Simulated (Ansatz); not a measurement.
Input for Ansatz (an electronic-structure program): U-PBE/def2-TZVPP on F2Zn (SMILES [F][Zn][F]), a point of a bond scan (R = 4.003 Å).

Ansatz 0.2 input:
```yaml
crystal:
  periodic: [false, false, false]
  atoms:
    - {symbol: Zn, position_ang: [0.00000000, 0.00000000, 0.00000000]}
    - {symbol: F, position_ang: [0.00000000, 0.00000000, 4.00326599]}
    - {symbol: F, position_ang: [-0.00000000, -0.00000000, -1.74055043]}
basis:
  gaussian:
    orbitals: def2-TZVPP
hamiltonian:
  xc: {name: PBE}
magnetization: {spin_polarized: true, initial_magnetization: 0}
```

It printed:

```
WARN ansatz: RAYON_NUM_THREADS=1 ignored (pool sized by the plan → 1); use --threads N
Functional definition: PBE
integrals: 0.04 GiB planned
811 factors; their error is unknown
mean field: 0.36 GiB planned
mean field evaluation 1: about -53827.2576 eV, gradient 6.2e1 eV
mean field evaluation 2: about -53448.7270 eV, gradient 1.8e2 eV
mean field evaluation 4: about -53832.5396 eV, gradient 4.1e1 eV
mean field evaluation 8: about -53840.0039 eV, gradient 9.0e0 eV
mean field evaluation 16: about -53840.4289 eV, gradient 3.0e-2 eV
mean field evaluation 32: about -53840.7442 eV, gradient 6.5e-1 eV
mean field evaluation 64: about -53809.9026 eV, gradient 6.9e1 eV
mean field evaluation 96: about -53840.0509 eV, gradient 8.0e-1 eV
mean field evaluation 128: about -53840.0592 eV, gradient 3.8e-2 eV
mean field evaluation 160: about -53840.6484 eV, gradient 1.0e0 eV
mean field -53840.75690754 eV, -1978.6113217765 hartree, gradient 1.6e-6 eV, S^2 0.620135; 15 other end points of the search recorded, 0 dependent functions left out
reference -53840.75694632 eV, -1978.6113232014 hartree; 24, 24 occupied and 102, 102 virtual orbitals, 811 factors
Total energy: -53840.75694632 eV, -1978.6113232014 hartree
```

The run converged. Its determinant has ⟨S²⟩ = 0.62, a mixture of spin states.

Cost: very roughly 30 core-seconds.
